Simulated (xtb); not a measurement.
CdH₄Si, SMILES [SiH3][CdH]. All values are semi-empirical tight-binding results from xtb (GFN2-xTB unless named), good for trends rather than for accurate numbers. The structure is a stationary point at GFN2-xTB.

Optimised geometry:

```xyz
6

Cd    -0.5530    -0.3534    -0.0528
H     -2.1915    -0.4477    -0.7230
Si     1.6025     0.9558     0.1894
H      2.4069     0.8944     1.4230
H      1.2847     2.4079     0.0550
H      2.6101     0.7297    -0.8734
```
Charge 0, spin multiplicity 1.

A frequency run showed that this geometry is not a minimum.

For metal compounds this method's bond lengths and energies can be far off.

The orbital gap is 4.15 eV.

Computed atomic charges and the Wiberg bond orders between heavy atoms:
charges (e) Cd1 0.26, H2 -0.24, Si3 0.33, H4 -0.12, H5 -0.12, H6 -0.12. Bond orders Cd1–Si3 0.80.
